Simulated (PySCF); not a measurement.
Tl (thallium, neutral) across methods

[Xe] 4f14 5d10 6s1 6p1 7s1, high-spin 4P determinant (an excited configuration). All numbers are calculated (PySCF 2.14, a scalar-relativistic core potential, in aug-cc-pVTZ-PP with one added diffuse shell each of d, f type with ECP60MDF (6s5p5d3f, 67 functions)).

| method | E (hartree) | mean ε 6s α (eV) | mean ε 6p α (eV) | mean ε 7s α (eV) | Σ⟨r²⟩ (bohr²) | ⟨S²⟩ |
| --- | --- | --- | --- | --- | --- | --- |
| B3LYP | -172.2098 | -14.797 | -6.420 | -2.036 | 103.7 | 3.751 |
| CAM-B3LYP | -172.1086 | -16.445 | -7.775 | -2.533 | 104.0 | 3.751 |
| UHF | -171.22604 | -17.805 | -8.970 | -2.800 | 107.1 | 3.754 |
| r2SCAN | -172.2266 | -14.342 | -6.114 | -1.849 | 103.9 | 3.754 |
| LDA | -171.8882 | -14.180 | -5.858 | -1.918 | 102.2 | 3.751 |
| PBE | -172.1803 | -13.884 | -5.762 | -1.876 | 103.6 | 3.751 |
| PBE0 | -172.1533 | -15.075 | -6.677 | -2.178 | 104.3 | 3.752 |

Q: Estimate the same row for BHandHLYP.

A: E (hartree) = -172.0337; mean ε 6s α (eV) = -16.033; mean ε 6p α (eV) = -7.361; mean ε 7s α (eV) = -2.258; Σ⟨r²⟩ (bohr²) = 104.8; ⟨S²⟩ = 3.751.

Energies and moments cover only the electrons outside the core potential. Spin-orbit coupling, absent here, splits the open shell strongly. The outer electron is Rydberg-like, and this basis confines it to a smaller radius and binds it less than a complete one would.
